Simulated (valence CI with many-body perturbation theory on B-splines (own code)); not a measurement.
## Sb20+: electric-dipole lines

Level of theory: relativistic CI+MBPT: three valence electrons over a frozen Dirac-Fock core [Ar] 3d10, a basis of 11 s, 11 p, 9 d, 7 f, 5 g, 2 h, 1 i functions for each j, with the one-electron correlation potential Σ1 (screened to all orders), the two-electron term Σ2, the three-electron term Σ3, Breit, model QED; selected single and double excitations, second order for the rest (own B-spline code, finite nucleus).

No measured levels were compared; by estimate levels hold to about 250 cm⁻¹ or 0.2 % of their energy and the worst to 1 %, as in measured heavy ions of charge 2 to 7; those with d or f electrons hold less well.

Lines 201 to 250 of 272 in falling wavelength, among levels below 1715000 cm⁻¹, chosen from the strongest by gf and those to the six lowest levels. Wavelengths and rates use the calculated energies, so an error of 2000 cm⁻¹ moves a line at 13.48 nm by 0.27 % and its rate by three times that or more. Electric multipoles are in the length gauge, E1 and E2 with the static RPA response of the core. Weak lines are less certain than strong ones. Lines between different terms over intervals too small for the method are left out, as are lines whose strength nearly cancels. Where a level lies close to another of its J and parity, the split of strength between their lines is uncertain. The highest levels of a list are the least certain.

Names give the largest LS component (configuration and term), which can be under half, so a name can repeat, a term be missing and a line seem to break the LS rules; names also repeat where a configuration has a term twice. Letters in brackets count levels of one name in rising energy.

| λ vac (nm) | Upper | Lower | A (s⁻¹) | log gf | Branch % |
| --- | --- | --- | --- | --- | --- |
| 13.48 | 4p2 4d 4P_1/2 | 4p3 2P°_3/2 [a] | 1.54e+11 | -0.08 | 73.8 |
| 13.40 | 4s 4p 4d 4D°_3/2 | 4s 4p2 4P_1/2 | 1.31e+11 | 0.15 | 76.1 |
| 13.39 | 4s 4p 4d 2P°_1/2 [a] | 4s 4p2 2P_1/2 | 7.42e+10 | -0.40 | 39.9 |
| 13.35 | 4s 4p 4d 4D°_1/2 | 4s 4p2 4P_1/2 | 2.06e+11 | 0.04 | 96.6 |
| 13.34 | 4p2 4d 2F_7/2 [b] | 4p3 2D°_5/2 | 2.08e+11 | 0.65 | 87.3 |
| 13.31 | 4s 4p 4d 2D°_5/2 [a] | 4s 4p2 4P_5/2 | 7.91e+07 | -2.90 | 0.1 |
| 13.27 | 4s 4p 4d 4P°_1/2 | 4s 4p2 4P_3/2 | 1.39e+11 | -0.13 | 98.3 |
| 13.26 | 4s2 4d 2D_3/2 | 4s2 4p 2P°_1/2 | 1.59e+11 | 0.22 | 82.4 |
| 13.23 | 4s 4p 4d 4D°_5/2 | 4s 4p2 4P_3/2 | 6.72e+10 | 0.02 | 37.8 |
| 13.21 | 4s 4p 4d 4P°_3/2 | 4s 4p2 4P_3/2 | 9.17e+10 | -0.02 | 59.0 |
| 13.19 | 4s 4p 4d 2P°_1/2 [b] | 4s 4p2 2P_1/2 | 5.19e+10 | -0.57 | 24.5 |
| 13.11 | 4s 4p 4d 2F°_5/2 [b] | 4s 4p2 2D_3/2 | 1.68e+11 | 0.41 | 80.0 |
| 13.11 | 4p2 4d 2D_5/2 [a] | 4p3 2P°_3/2 [a] | 1.07e+11 | 0.22 | 50.1 |
| 12.92 | 4s 4p 4d 2D°_3/2 [c] | 4s 4p2 2P_1/2 | 3.81e+10 | -0.42 | 13.6 |
| 12.82 | 4s 4p 4d 2P°_1/2 [a] | 4s 4p2 2D_3/2 | 7.82e+08 | -2.41 | 0.4 |
| 12.81 | 4s 4p 4d 2D°_5/2 [a] | 4s 4p2 4P_3/2 | 6.61e+08 | -2.01 | 0.7 |
| 12.76 | 4s 4p 4d 2D°_3/2 [b] | 4s 4p2 4P_5/2 | 1.84e+08 | -2.75 | 0.1 |
| 12.64 | 4s 4p 4d 2P°_1/2 [b] | 4s 4p2 2D_3/2 | 4.88e+09 | -1.63 | 2.3 |
| 12.61 | 4s 4p 4d 2F°_7/2 [a] | 4s 4p2 4P_5/2 | 2.09e+10 | -0.40 | 29.5 |
| 12.51 | 4s 4p 4d 2D°_3/2 [a] | 4s 4p2 4P_1/2 | 2.24e+10 | -0.68 | 14.6 |
| 12.39 | 4s 4p 4d 2D°_3/2 [c] | 4s 4p2 2D_3/2 | 1.39e+10 | -0.89 | 4.9 |
| 12.39 | 4s 4p 4d 2P°_3/2 | 4s 4p2 2D_3/2 | 9.50e+07 | -3.06 | 0.0 |
| 12.30 | 4s 4p 4d 2D°_3/2 [b] | 4s 4p2 4P_3/2 | 1.31e+09 | -1.92 | 0.6 |
| 12.29 | 4s 4p 4d 2D°_5/2 [b] | 4s 4p2 2D_3/2 | 7.31e+08 | -2.00 | 0.3 |
| 12.27 | 4s 4p 4d 2F°_7/2 [b] | 4s 4p2 4P_5/2 | 1.94e+10 | -0.46 | 10.0 |
| 12.26 | 4s 4p 4d 4P°_1/2 | 4s 4p2 4P_1/2 | 3.36e+07 | -3.82 | 0.0 |
| 12.26 | 4s 4p 4d 2F°_5/2 [b] | 4s 4p2 4P_5/2 | 1.72e+08 | -2.63 | 0.1 |
| 12.21 | 4s 4p 4d 4P°_3/2 | 4s 4p2 4P_1/2 | 6.19e+08 | -2.26 | 0.4 |
| 11.83 | 4s 4p 4d 2F°_5/2 [b] | 4s 4p2 4P_3/2 | 6.08e+08 | -2.12 | 0.3 |
| 11.63 | 4s 4p 4d 2D°_3/2 [c] | 4s 4p2 4P_5/2 | 2.86e+08 | -2.63 | 0.1 |
| 11.63 | 4s 4p 4d 2P°_3/2 | 4s 4p2 4P_5/2 | 4.40e+07 | -3.45 | 0.0 |
| 11.60 | 4s 4p 4d 2P°_1/2 [a] | 4s 4p2 4P_3/2 | 5.85e+08 | -2.63 | 0.3 |
| 11.54 | 4s 4p 4d 2D°_5/2 [b] | 4s 4p2 4P_5/2 | 1.46e+09 | -1.76 | 0.5 |
| 11.45 | 4s 4p 4d 2P°_1/2 [b] | 4s 4p2 4P_3/2 | 2.10e+08 | -3.08 | 0.1 |
| 11.43 | 4s 4p 4d 2D°_3/2 [b] | 4s 4p2 4P_1/2 | 4.91e+09 | -1.42 | 2.4 |
| 11.25 | 4s 4p 4d 2D°_3/2 [c] | 4s 4p2 4P_3/2 | 5.30e+08 | -2.40 | 0.2 |
| 11.24 | 4s 4p 4d 2P°_3/2 | 4s 4p2 4P_3/2 | 6.36e+08 | -2.32 | 0.3 |
| 11.16 | 4s 4p 4d 2D°_5/2 [b] | 4s 4p2 4P_3/2 | 9.23e+08 | -1.99 | 0.3 |
| 10.82 | 4s 4p 4d 2P°_1/2 [a] | 4s 4p2 4P_1/2 | 7.31e+08 | -2.59 | 0.4 |
| 10.69 | 4s 4p 4d 2P°_1/2 [b] | 4s 4p2 4P_1/2 | 7.41e+08 | -2.60 | 0.3 |
| 10.52 | 4s 4p 4d 2D°_3/2 [c] | 4s 4p2 4P_1/2 | 7.85e+07 | -3.28 | 0.0 |
| 10.51 | 4s 4p 4d 2P°_3/2 | 4s 4p2 4P_1/2 | 3.21e+08 | -2.67 | 0.2 |
| 10.40 | 4s2 4f 2F°_5/2 | 4s 4p2 2D_3/2 | 3.61e+09 | -1.45 | 1.6 |
| 9.856 | 4s2 4f 2F°_5/2 | 4s 4p2 4P_5/2 | 5.94e+07 | -3.28 | 0.0 |
| 9.852 | 4s2 4f 2F°_7/2 | 4s 4p2 4P_5/2 | 1.11e+09 | -1.89 | 0.5 |
| 9.580 | 4s2 4f 2F°_5/2 | 4s 4p2 4P_3/2 | 1.01e+08 | -3.08 | 0.0 |
| 7.355 | 4p2 4d 4F_3/2 | 4s2 4p 2P°_3/2 | 1.15e+06 | -5.43 | 0.0 |
| 7.200 | 4p2 4d 4F_5/2 | 4s2 4p 2P°_3/2 | 1.35e+07 | -4.20 | 0.0 |
| 7.041 | 4p2 4d 2F_5/2 | 4s2 4p 2P°_3/2 | 3.60e+05 | -5.79 | 0.0 |
| 6.971 | 4p2 4d 2P_3/2 | 4s2 4p 2P°_3/2 | 1.29e+06 | -5.42 | 0.0 |

**Question.** How does gf follow from A for the line at 10.52 nm?

**Answer.** gf = 1.4992 × (2J+1)_upper × A / σ², with σ = 950865 cm⁻¹ and 2J+1 = 4: gf = 0.000521.
